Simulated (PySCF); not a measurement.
# Reading the logs of faulty runs: Ge2H6NO cation

All numbers below are calculated, not measured. The program is PySCF 2.14.0, an open-source quantum chemistry code, run on an isolated molecule that a program drew, which may never have been made. The molecule is Ge2H6NO cation (charge +1, singlet), drawn as the SMILES string `[NH2][GeH+][O][GeH3]`.

Each row is a Hartree-Fock (HF) and frozen-core CCSD(T) single point in the cc-pVDZ basis, meant for a local HF minimum. Run 1 is clean. Each other run has one planted mistake out of seven kinds, and not every kind appears here: one electron removed, one electron added, multiplicity raised by two, geometry at a saddle point, minimal basis STO-3G, one bond length entered in bohr, all coordinates scaled. The reference is restricted for singlets and unrestricted otherwise, and also for a bond in bohr. Adding or removing an electron swaps singlet and doublet. Electrons count all cores. HOMO and LUMO are orbital energies over both spins, the gradient is its largest component, and the lowest frequency (negative if imaginary) is given only where the gradient is small. Bond lengths are over the 9 bonds as drawn. T1 is the CCSD diagnostic: over 0.02 (restricted) or 0.045 (unrestricted) a single reference is doubtful. Germanium has the cc-pVDZ-PP basis, with a core potential (ECP10MDF) in place of its 10 inner electrons, and its 3s, 3p and 3d shells are frozen in CCSD(T).

Geometry of the clean run:
```xyz
10
Ge2H6NO cation, angstrom
N    -1.9377    0.5683   -1.2238
Ge   -1.8768    0.8022    0.4875
O    -1.0763   -0.3562    1.3821
Ge   -0.4570   -1.0741    2.9841
H    -1.5146   -0.2249   -1.6732
H    -2.3945    1.2068   -1.8498
H    -2.5247    2.0046    1.1135
H    -1.1415   -2.4232    3.0415
H     1.0432   -1.1119    2.7845
H    -0.9250   -0.0874    4.0406
```

| run | electrons | basis functions | <S^2> | HOMO (eV) | LUMO (eV) | gradient (hartree/bohr) | lowest frequency (cm^-1) | mean bond (Å) | longest bond (Å) | T1 | HF (hartree) | CCSD(T) (hartree) | mistake |
|---|---|---|---|---|---|---|---|---|---|---|---|---|---|
| 1 | 84 | 104 | 0.000 | -16.64 | -3.12 | 4.1e-06 | 36 | 1.4797 | 1.862 | 0.0168 | -719.35903 | -719.94759 | no fault |
| 2 | 84 | 104 | 0.000 | -16.32 | -3.35 | 3.2e-02 | - | 1.5522 | 1.953 | 0.0200 | -719.33535 | -719.93852 | all coordinates scaled |
| 3 | 85 | 104 | 0.769 | -4.59 | 2.77 | 5.9e-02 | - | 1.4797 | 1.862 | 0.0146 | -719.49990 | -720.09438 | one electron added |
| 4 | 84 | 104 | 2.038 | -11.11 | -6.25 | 1.5e-01 | - | 1.4797 | 1.862 | 0.0360 | -719.19866 | -719.75428 | multiplicity raised by two |
| 5 | 83 | 104 | 0.768 | -20.37 | -13.02 | 1.5e-01 | - | 1.4797 | 1.862 | 0.0645 | -718.82022 | -719.37847 | ? |
| 6 | 84 | 104 | 0.874 | -13.53 | -3.28 | 8.1e-03 | - | 1.6293 | 2.861 | 0.0371 | -719.25302 | -719.82757 | ? |

**Which mistake was planted in run 5, and what did it cost?**

It counts 83 electrons, one fewer than the clean run, at the same geometry and basis. So the mistake is: one electron removed. Subtracting run 1 and multiplying by 627.51 kcal/mol a hartree, the energy moved by 338.1 kcal/mol in HF and 357.1 kcal/mol in CCSD(T).

**Which mistake was planted in run 6, and what did it cost?**

The mean bond changes by a factor of 1.101 and the longest by 1.537, so the molecule wasn't scaled as a whole. A length L in bohr read as angstrom grows by (1/0.5292 - 1) L = 0.890 L. The 9 bonds together grew by 9 x 0.1496 = 1.346 Å, which gives L = 1.513 Å. That is the length of one of the Ge-H bonds, 1.514 Å in the clean geometry. So the mistake is: one bond length entered in bohr. Subtracting run 1 and multiplying by 627.51 kcal/mol a hartree, the energy moved by 66.5 kcal/mol in HF and 75.3 kcal/mol in CCSD(T).

Cautions from the logs. Run 5: T1 is over the limit, so its CCSD(T) energy is less reliable.
